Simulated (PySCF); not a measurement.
## Polarisability and C₆ of In- (indium, charge -1)

[Kr] 4d10 5s2 5p2, high-spin 3P determinant. All numbers are calculated (PySCF 2.14, scalar relativity through the core potential, in aug-cc-pVTZ-PP with ECP28MDF (6s5p4d2f, 55 functions)). Coupled (time-dependent) response in atomic units; α is the mean over directions.

| method | mean α (bohr³) | α xx, yy, zz | C₆ (like pair) | S(−4) |
| --- | --- | --- | --- | --- |
| UHF | 396.4 | 191.6, 498.9, 498.7 | 8373 | 130500 |

S(−4) is the Cauchy moment in α(ω) = α(0) + S(−4) ω² + …

Spin-orbit coupling is absent.

α(iu) at UHF:

```tsv
u (hartree)	α(iu) (bohr³)
0	396.4
0.0500	245.9
0.100	142.2
0.200	63.57
0.300	36.01
0.500	16.66
0.750	8.936
1.00	5.762
1.50	3.093
2.00	1.958
3.00	0.9886
5.00	0.3913
```

A single London oscillator, α(iu) = α/(1 + u²/ω²), gives C₆ = (3/4) ω α². Matching the computed C₆ needs ω = 4 × 8373 / (3 × 396.4²) = 0.0710 hartree.

For an ion, C₆ is the dispersion term alone; charge-induced terms of lower order in 1/R come first.

The components differ because the open shell of this determinant is not spherical; for a pure term their mean is the scalar polarisability.

Energies and moments cover only the electrons outside the core potential.
